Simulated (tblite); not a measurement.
Compound: C₇H₉FNP.
Geometry (GFN2-xTB, Å), atoms numbered from 1 in this order:
```xyz
19
C7H9FNP angstrom
N      3.6150   -0.4770   -2.2804
C      3.0506   -0.1293   -1.3492
C      2.3052    0.2773   -0.1856
C      1.0231   -0.5535   -0.0665
P      0.0748   -0.1000    1.4804
C     -1.3953   -1.2181    1.1538
C     -2.2998   -0.4793    0.2217
C     -2.0093    0.7988    0.0602
F     -2.7197    1.6359   -0.7208
C     -0.8431    1.3789    0.7917
H      2.0745    1.3434   -0.2735
H      2.9304    0.1350    0.7014
H      0.3929   -0.4216   -0.9512
H      1.2876   -1.6122    0.0126
H     -1.0592   -2.1727    0.7418
H     -1.9071   -1.4328    2.0971
H     -3.1336   -0.9721   -0.2485
H     -0.2128    1.9876    0.1389
H     -1.1842    2.0209    1.6098
```

Level: GFN2-xTB in tblite, geometry and Hessian alike; calculated harmonic values, unscaled, isolated species. Errors from tens to a few hundred cm⁻¹ against measured bands are possible. One conformer, not necessarily the lowest.

Harmonic wavenumbers (cm⁻¹): 37.0, 64.1, 97.7, 110.4, 188.4, 232.8, 262.8, 297.5, 355.6, 384.6, 422.8, 454.9, 506.5, 578.3, 702.4, 724.7, 730.7, 750.5, 783.8, 811.4, 850.7, 895.2, 928.2, 983.0, 1022.5, 1055.5, 1064.3, 1085.3, 1090.7, 1137.4, 1189.2, 1199.7, 1212.8, 1227.0, 1260.3, 1295.3, 1422.3, 1429.8, 1431.3, 1444.4, 1737.5, 2412.9, 2928.7, 2933.6, 2938.9, 2947.6, 2954.2, 2959.2, 2959.8, 2963.7, 3119.0.

A = 1910, B = 604.3, C = 538.6 MHz; mass 157.046 u (most abundant isotopes); point group C1, symmetry number 1.

Problem. Zero-point energy?

Solution. Half the sum of the wavenumbers: 31288 cm⁻¹ = 374.30 kJ/mol.

Problem. Entropy at 400 K, 1 bar (ideal gas, RRHO, classical rotation)?

Solution. Translation 178.03, rotation 131.80, vibration 178.01: S = 487.8 J/(mol K).

Problem. And Cp and H(400 K) − H(0)?

Solution. Cp = 214.56 J/(mol K), of which vibrations give 181.30 (their classical limit is 51 R = 424.0); H(400 K) − H(0) = 50.01 kJ/mol without the zero-point energy, 36.71 from vibrations.

Problem. Blend soft modes into free rotors: weight 1/[1 + (100 cm⁻¹/ν̃)⁴] for the oscillator and the rest for a rotor with moment μB/(μ + B), μ = h/(8π²ν), B = 10⁻⁴⁴ kg m². What vibrational entropy results?

Solution. 162.28 J/(mol K) in place of 178.01, which changes −T·S at 400 K by +6.29 kJ/mol.

Problem. Which modes carry the vibrational entropy at 400 K?

Solution. 37.0 cm⁻¹: 25.09; 64.1 cm⁻¹: 20.53; 97.7 cm⁻¹: 17.05; 110.4 cm⁻¹: 16.05; 188.4 cm⁻¹: 11.71; 232.8 cm⁻¹: 10.03 J/(mol K); the other 45 give 77.55 together.

Problem. How do the functions run with temperature in this model?

Solution. 
```json
{"T (K)": "100", "S (J/(mol K))": "303.9", "Cp (J/(mol K))": "80.3", "H − H(0) (kJ/mol)": "5.64", "G − H(0) (kJ/mol)": "-24.76", "ln q(vib)": "2.06"}
{"T (K)": "200", "S (J/(mol K))": "373.2", "Cp (J/(mol K))": "124.7", "H − H(0) (kJ/mol)": "15.88", "G − H(0) (kJ/mol)": "-58.76", "ln q(vib)": "4.84"}
{"T (K)": "300", "S (J/(mol K))": "432.5", "Cp (J/(mol K))": "171.2", "H − H(0) (kJ/mol)": "30.67", "G − H(0) (kJ/mol)": "-99.08", "ln q(vib)": "7.61"}
{"T (K)": "500", "S (J/(mol K))": "539.7", "Cp (J/(mol K))": "250.5", "H − H(0) (kJ/mol)": "73.33", "G − H(0) (kJ/mol)": "-196.53", "ln q(vib)": "13.12"}
{"T (K)": "800", "S (J/(mol K))": "674.7", "Cp (J/(mol K))": "322.5", "H − H(0) (kJ/mol)": "160.33", "G − H(0) (kJ/mol)": "-379.43", "ln q(vib)": "21.01"}
{"T (K)": "1000", "S (J/(mol K))": "750.1", "Cp (J/(mol K))": "353.0", "H − H(0) (kJ/mol)": "228.05", "G − H(0) (kJ/mol)": "-522.08", "ln q(vib)": "25.86"}
```

q(vib) and H(0) count from the zero-point level.

Problem. What must be added to the electronic energy to get the Gibbs energy at 400 K and 1 bar?

Solution. ZPE + [H(400 K) − H(0)] − T·S = 374.30 + 50.01 − 195.14 = 229.17 kJ/mol.

Hindered rotation and anharmonicity are outside this model. Other conformers, if any are populated, would add a mixing term that is left out. The structure is chiral; the term R ln 2 for an equal mix with its mirror image is left out.
